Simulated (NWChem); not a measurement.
Species: CF2 cation, doublet

```xyz
3

F      1.0870     0.0000    -0.1452
C      0.0000     0.0000     0.4273
F     -1.0870     0.0000    -0.1452
```
Atoms are numbered in this order, from 1.

Program: NWChem. Spin-unrestricted. In the optimisation the excess spin sits in a1 (C2v, its own frame). All runs use the structure optimised with B3LYP/6-31G* (spherical d), spin-unrestricted. No stability test was run on the SCF state. Level: B3LYP/def2-SVP with SMD (1 M gas to 1 M solution), gas-phase geometry. Reactions with the solvent are ignored.

For solvent anisole:

```
Quantity                          Value
--------------------------------  -----
solvation free energy (kcal/mol)  -57.3
```

**Question.** What are these values for solvent 1-octanol?

**Answer.** The solvation free energy (kcal/mol) comes out as -67.8.
